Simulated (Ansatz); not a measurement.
Cost and result up the ladder for B(NMe2Et)H3 (C4H14BN) (20 atoms). Total charge 0; singlet. Geometry: PBE-D4/def2-SVP.

```xyz
20

B     0.860    1.454   -0.076
C     0.960   -0.699   -1.424
C     0.862   -0.880    0.984
C    -1.130   -0.227   -0.313
C    -1.931    0.343    0.847
N     0.367   -0.119   -0.191
H     0.642   -1.756   -1.551
H     2.061   -0.638   -1.354
H     0.631   -0.100   -2.292
H     0.462   -0.429    1.908
H     0.561   -1.947    0.918
H     1.964   -0.800    1.011
H    -1.388    0.310   -1.246
H    -1.373   -1.303   -0.464
H    -3.010    0.236    0.615
H    -1.707    1.415    0.998
H    -1.746   -0.193    1.799
H     2.091    1.413   -0.158
H     0.488    1.879    1.017
H     0.335    2.039   -1.028
```

Ansatz on 4 threads of Arm Neoverse V1 on a shared host. Times are rough, and most runs start from the orbitals of an earlier one. ωB97X-V/def2-TZVP serves as the yardstick here, not as an exact answer. Differences are given only for rows in sets of like size (and for xTB, whose basis is part of the method), since another set adds its own error. Binding counts from free atoms at the same level (B doublet, C triplet, N quartet, H doublet; other spins of the atoms weren't run), without zero-point energy or a counterpoise term.

HSE06 is defined as in plane-wave codes, on full-range PBE exchange. Correlated methods freeze 6 core orbitals. The rows differ in basis, and correlated rows in double-zeta sets carry the largest basis error. Another isomer (singlet) lies 1.23 eV lower at PBE0-D4/def2-TZVP; other spin states weren't run for this one.

Correlated methods converge slowly with the basis, most of all in double-zeta sets.

```csv
level,functions,wall time,binding energy per atom (eV),difference from ωB97X-V/def2-TZVP (eV)
HF/STO-3G,44,0.25 s,3.68,–
PBE-D4/def2-SVP,154,1.9 s,3.94,–
PBE0-D4/def2-SVP,154,2.5 s,3.90,–
BLYP-D4/def2-TZVP,270,3.6 s,3.84,-0.02
PBE-D4/def2-TZVP (with forces),270,4.5 s,3.91,0.05
HSE06-D4/def2-TZVP,270,5.5 s,3.86,0.01
MP2/def2-TZVP,270,5.5 s,3.73,-0.12
PBE0-D4/def2-TZVP,270,7 s,3.86,0.01
r2SCAN-D4/def2-TZVP,270,7 s,3.85,-0.01
ωB97X-V/def2-TZVP,270,13 s,3.85,0.00
CCSD(T)/def2-SVP,154,41 s,3.70,–
```
